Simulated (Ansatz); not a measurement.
PbO2. Charge 0, multiplicity 1. Geometry r2SCAN-D4/def2-TZVP; atoms count from 1.

Cartesian coordinates in Å:
```
Pb 0.000 0.000 0.000
O -1.533 -0.163 -1.079
O 1.533 0.162 1.080
```

In the def2 sets Pb takes a core potential; there is no spin–orbit coupling. The restricted singlet is unstable towards broken spin symmetry in Hartree–Fock (as tested in another run); at PBE0-D4/def2-TZVP this wasn't settled. Another isomer (singlet) lies 0.42 eV lower at PBE0-D4/def2-TZVP; other spin states weren't run for this one.

Q: Estimate the Mulliken populations from the PBE0/def2-TZVP orbitals of Ansatz.

A: 
| atom | charge (e) |
| --- | --- |
| Pb1 | 1.09 |
| O2 | -0.55 |
| O3 | -0.55 |
Mulliken values depend strongly on the basis.

Q: And the Mayer bond orders between heavy atoms (over 0.3)?

A: Pb1–O2 1.67 (1.88 Å); Pb1–O3 1.67 (1.88 Å).
